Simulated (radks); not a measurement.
Values are calculated unless marked as measured or tabulated.
Question: Ionisation ladder of tungsten, from W44+ to W65+. Each ion is in the ground configuration listed by NIST, and IE = E(next ion) - E(this ion). Code: a radial shooting solver on a logarithmic mesh with Libxc functionals. Model: Dirac Kohn-Sham, PBE, spin-unpolarised, spherical densities, finite nucleus; open shells fill j = l - 1/2 first; Fermi nuclear charge, rms radius 5.3658 fm.

species  configuration  IE, Delta-SCF (eV)  <r> HOMO (bohr)
W44+     [Ar] 3d10 4s2              2365.1            0.392
W45+     [Ar] 3d10 4s1              2423.4            0.390
W46+         [Ar] 3d10                   ?            0.178
W47+          [Ar] 3d9              4180.7            0.177
W48+          [Ar] 3d8              4310.6            0.175
W49+          [Ar] 3d7              4442.0            0.174
W50+          [Ar] 3d6                   ?            0.173
W51+          [Ar] 3d5              4709.1            0.171
W52+          [Ar] 3d4              4922.5            0.166
W53+          [Ar] 3d3              5062.3            0.165
W54+          [Ar] 3d2              5203.5            0.164
W55+          [Ar] 3d1              5346.0            0.163
W56+              [Ar]              5736.5            0.188
W57+      [Ne] 3s2 3p5              5860.1            0.187
W58+      [Ne] 3s2 3p4              5984.1            0.186
W59+      [Ne] 3s2 3p3                   ?            0.185
W60+      [Ne] 3s2 3p2              6605.8            0.173
W61+      [Ne] 3s2 3p1              6738.7            0.172
W62+          [Ne] 3s2              7023.8            0.183
W63+          [Ne] 3s1                   ?            0.182
W64+              [Ne]             15634.8           0.0701
W65+      [He] 2s2 2p5             15970.1           0.0697

Estimate the withheld Delta-SCF values.

Answer: W46+: 4052.2 eV (NIST 4057); W50+: 4574.9 eV (NIST 4578); W59+: 6108.4 eV (NIST 6093); W63+: 7146.6 eV (NIST 7130).

Beside tabulated values, note that spin-unpolarised runs miss the spin-polarisation part of the exchange energy of open shells.
